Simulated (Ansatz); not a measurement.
Ansatz (a program for electronic structure) input file for FH₆NOSi₂, SMILES O[SiH2]N[SiH2]F, PBE-D3(BJ)/def2-SVP. 

Ansatz 0.2 input:
```yaml
crystal:
  periodic: [false, false, false]
  atoms:
    - {symbol: O, position_ang: [-2.14354476, 1.17077824, -0.54592154]}
    - {symbol: Si, position_ang: [-1.54336795, -0.05520345, 0.40902128]}
    - {symbol: N, position_ang: [-0.10407241, -0.80647307, -0.23802578]}
    - {symbol: Si, position_ang: [1.53886411, -0.55264906, 0.22164418]}
    - {symbol: F, position_ang: [2.17448184, 0.75741946, -0.51917691]}
    - {symbol: H, position_ang: [-1.55505986, 1.91467708, -0.72395075]}
    - {symbol: H, position_ang: [-1.14307693, 0.43180522, 1.75824383]}
    - {symbol: H, position_ang: [-2.64970472, -1.03904083, 0.46677667]}
    - {symbol: H, position_ang: [-0.23818940, -1.33785241, -1.09800737]}
    - {symbol: H, position_ang: [1.59956184, -0.28151859, 1.67671758]}
    - {symbol: H, position_ang: [2.35605113, -1.71582467, -0.20295153]}
basis:
  gaussian:
    orbitals: def2-SVP
hamiltonian:
  xc: pbe
  dispersion: d3bj
relax: {f_tol: 0.002, max_steps: 200}
```

Program output:

```
WARN ansatz: RAYON_NUM_THREADS=1 ignored (pool sized by the plan → 1); use --threads N
Functional definition: PBE
integrals: 0.05 GiB planned
1203 factors; their error is unknown
mean field: 0.29 GiB planned
mean field evaluation 1: about -22073.7124 eV, gradient 8.2e1 eV
mean field evaluation 2: about -22030.6614 eV, gradient 1.6e2 eV
mean field evaluation 4: about -22085.8660 eV, gradient 1.1e1 eV
mean field evaluation 8: about -22086.0551 eV, gradient 5.4e-2 eV
mean field evaluation 16: about -22085.9700 eV, gradient 3.0e-5 eV
mean field -22085.96997401 eV, -811.6444261367 hartree, gradient 3.0e-5 eV, S^2 0.000000; 0 other end points of the search recorded, 0 dependent functions left out
the calculation of the forces begins
reference -22085.97001171 eV, -811.6444275222 hartree; 29, 29 occupied and 79, 79 virtual orbitals, 1203 factors
relax step   1: F+E_penalty+E_count = -22086.20341885 eV  Δ(F+E_penalty+E_count) = +0.000e0 eV  max|allowed force component| = 4.526e-1 eV/Å  Δτ_max = 0.0000 Å  (27 SCF iters, accepted)
these checks for a lower state are left out or cut short: starts, cluster_reference, orbital_swaps, neighbouring_geometries, increment
integrals: 0.05 GiB planned
1203 factors; their error is unknown
mean field: 0.29 GiB planned
mean field -22085.98602005 eV, -811.6450158178 hartree, gradient 1.8e-5 eV, S^2 0.000000; 0 other end points of the search recorded, 0 dependent functions left out
the calculation of the forces begins
reference -22085.98605785 eV, -811.6450172069 hartree; 29, 29 occupied and 79, 79 virtual orbitals, 1203 factors
relax step   2: F+E_penalty+E_count = -22086.21869006 eV  Δ(F+E_penalty+E_count) = -1.527e-2 eV  max|allowed force component| = 2.040e-1 eV/Å  Δτ_max = 0.0148 Å  (29 SCF iters, accepted)
these checks for a lower state are left out or cut short: starts, cluster_reference, orbital_swaps, neighbouring_geometries, increment
integrals: 0.05 GiB planned
1203 factors; their error is unknown
mean field: 0.29 GiB planned
mean field -22085.98977720 eV, -811.6451538906 hartree, gradient 1.8e-5 eV, S^2 0.000000; 0 other end points of the search recorded, 0 dependent functions left out
the calculation of the forces begins
reference -22085.98981501 eV, -811.6451552799 hartree; 29, 29 occupied and 79, 79 virtual orbitals, 1203 factors
relax step   3: F+E_penalty+E_count = -22086.22189610 eV  Δ(F+E_penalty+E_count) = -3.206e-3 eV  max|allowed force component| = 5.754e-2 eV/Å  Δτ_max = 0.0112 Å  (30 SCF iters, accepted)
these checks for a lower state are left out or cut short: starts, cluster_reference, orbital_swaps, neighbouring_geometries, increment
integrals: 0.05 GiB planned
1203 factors; their error is unknown
mean field: 0.29 GiB planned
mean field evaluation 32: about -22086.0755 eV, gradient 3.6e-1 eV
mean field -22085.99010024 eV, -811.6451657619 hartree, gradient 1.9e-5 eV, S^2 0.000000; 0 other end points of the search recorded, 0 dependent functions left out
the calculation of the forces begins
reference -22085.99013801 eV, -811.6451671502 hartree; 29, 29 occupied and 79, 79 virtual orbitals, 1203 factors
relax step   4: F+E_penalty+E_count = -22086.22226632 eV  Δ(F+E_penalty+E_count) = -3.702e-4 eV  max|allowed force component| = 2.868e-2 eV/Å  Δτ_max = 0.0066 Å  (30 SCF iters, accepted)
these checks for a lower state are left out or cut short: starts, cluster_reference, orbital_swaps, neighbouring_geometries, increment
integrals: 0.05 GiB planned
1203 factors; their error is unknown
mean field: 0.29 GiB planned
mean field -22085.99002346 eV, -811.6451629405 hartree, gradient 1.9e-5 eV, S^2 0.000000; 0 other end points of the search recorded, 0 dependent functions left out
the calculation of the forces begins
reference -22085.99006117 eV, -811.6451643263 hartree; 29, 29 occupied and 79, 79 virtual orbitals, 1203 factors
relax step   5: F+E_penalty+E_count = -22086.22248771 eV  Δ(F+E_penalty+E_count) = -2.214e-4 eV  max|allowed force component| = 3.070e-2 eV/Å  Δτ_max = 0.0256 Å  (29 SCF iters, accepted)
these checks for a lower state are left out or cut short: starts, cluster_reference, orbital_swaps, neighbouring_geometries, increment
integrals: 0.05 GiB planned
1203 factors; their error is unknown
mean field: 0.29 GiB planned
mean field -22085.99012251 eV, -811.6451665804 hartree, gradient 1.9e-5 eV, S^2 0.000000; 0 other end points of the search recorded, 0 dependent functions left out
the calculation of the forces begins
reference -22085.99016022 eV, -811.6451679663 hartree; 29, 29 occupied and 79, 79 virtual orbitals, 1203 factors
relax step   6: F+E_penalty+E_count = -22086.22257317 eV  Δ(F+E_penalty+E_count) = -8.546e-5 eV  max|allowed force component| = 2.465e-2 eV/Å  Δτ_max = 0.0101 Å  (30 SCF iters, accepted)
these checks for a lower state are left out or cut short: starts, cluster_reference, orbital_swaps, neighbouring_geometries, increment
integrals: 0.05 GiB planned
1203 factors; their error is unknown
mean field: 0.29 GiB planned
mean field -22085.99020006 eV, -811.6451694305 hartree, gradient 1.7e-5 eV, S^2 0.000000; 0 other end points of the search recorded, 0 dependent functions left out
the calculation of the forces begins
reference -22085.99023779 eV, -811.6451708168 hartree; 29, 29 occupied and 79, 79 virtual orbitals, 1203 factors
relax step   7: F+E_penalty+E_count = -22086.22263830 eV  Δ(F+E_penalty+E_count) = -6.513e-5 eV  max|allowed force component| = 4.753e-3 eV/Å  Δτ_max = 0.0029 Å  (22 SCF iters, accepted)
these checks for a lower state are left out or cut short: starts, cluster_reference, orbital_swaps, neighbouring_geometries, increment
integrals: 0.05 GiB planned
1203 factors; their error is unknown
mean field: 0.29 GiB planned
mean field evaluation 64: about -22085.9902 eV, gradient 2.7e-5 eV
mean field -22085.99019685 eV, -811.6451693124 hartree, gradient 2.7e-5 eV, S^2 0.000000; 0 other end points of the search recorded, 0 dependent functions left out
the calculation of the forces begins
reference -22085.99023457 eV, -811.6451706987 hartree; 29, 29 occupied and 79, 79 virtual orbitals, 1203 factors
relax step   8: F+E_penalty+E_count = -22086.22264964 eV  Δ(F+E_penalty+E_count) = -1.134e-5 eV  max|allowed force component| = 6.269e-3 eV/Å  Δτ_max = 0.0045 Å  (22 SCF iters, accepted)
these checks for a lower state are left out or cut short: starts, cluster_reference, orbital_swaps, neighbouring_geometries, increment
integrals: 0.05 GiB planned
1203 factors; their error is unknown
mean field: 0.29 GiB planned
mean field -22085.99018782 eV, -811.6451689804 hartree, gradient 1.1e-5 eV, S^2 0.000000; 0 other end points of the search recorded, 0 dependent functions left out
the calculation of the forces begins
reference -22085.99022554 eV, -811.6451703666 hartree; 29, 29 occupied and 79, 79 virtual orbitals, 1203 factors
relax step   9: F+E_penalty+E_count = -22086.22265643 eV  Δ(F+E_penalty+E_count) = -6.791e-6 eV  max|allowed force component| = 3.934e-3 eV/Å  Δτ_max = 0.0033 Å  (22 SCF iters, accepted)
these checks for a lower state are left out or cut short: starts, cluster_reference, orbital_swaps, neighbouring_geometries, increment
integrals: 0.05 GiB planned
1203 factors; their error is unknown
mean field: 0.29 GiB planned
mean field -22085.99019000 eV, -811.6451690605 hartree, gradient 2.4e-5 eV, S^2 0.000000; 0 other end points of the search recorded, 0 dependent functions left out
the calculation of the forces begins
reference -22085.99022772 eV, -811.6451704468 hartree; 29, 29 occupied and 79, 79 virtual orbitals, 1203 factors
relax step  10: F+E_penalty+E_count = -22086.22266168 eV  Δ(F+E_penalty+E_count) = -5.254e-6 eV  max|allowed force component| = 1.616e-3 eV/Å  Δτ_max = 0.0052 Å  (22 SCF iters, accepted)
integrals: 0.05 GiB planned
1203 factors; their error is unknown
mean field: 0.29 GiB planned
mean field -22085.99019000 eV, -811.6451690605 hartree, gradient 2.3e-5 eV, S^2 0.000000; 1 other end points of the search recorded, 0 dependent functions left out
the calculation of the forces begins
reference -22085.99022772 eV, -811.6451704468 hartree; 29, 29 occupied and 79, 79 virtual orbitals, 1203 factors
Total energy: -22086.22269940 eV, -811.6537136237 hartree
Atom 0 at    -2.160145     1.184212    -0.544990 Å, force     0.000849     0.001415     0.000611 eV/Å
Atom 1 at    -1.546935    -0.057158     0.404698 Å, force     0.000208    -0.000778    -0.000782 eV/Å
Atom 2 at    -0.104193    -0.819658    -0.248164 Å, force    -0.000028    -0.001385     0.001263 eV/Å
Atom 3 at     1.544444    -0.547227     0.217796 Å, force    -0.000476     0.000018    -0.000736 eV/Å
Atom 4 at     2.197038     0.751334    -0.553265 Å, force     0.000105    -0.000095     0.000244 eV/Å
Atom 5 at    -1.551879     1.931397    -0.685945 Å, force    -0.001616    -0.000623     0.000026 eV/Å
Atom 6 at    -1.130446     0.416366     1.769657 Å, force     0.000159     0.000596     0.000081 eV/Å
Atom 7 at    -2.668123    -1.045075     0.452240 Å, force     0.000414     0.000317    -0.000735 eV/Å
Atom 8 at    -0.237105    -1.354647    -1.114441 Å, force     0.000397     0.000323    -0.000008 eV/Å
Atom 9 at     1.579142    -0.239826     1.680891 Å, force     0.000325     0.000180    -0.000161 eV/Å
Atom 10 at     2.370144    -1.733601    -0.174109 Å, force    -0.000337     0.000031     0.000198 eV/Å
Dipole moment:     0.034903    -0.138427    -0.043874 e Å
```

The run converged.
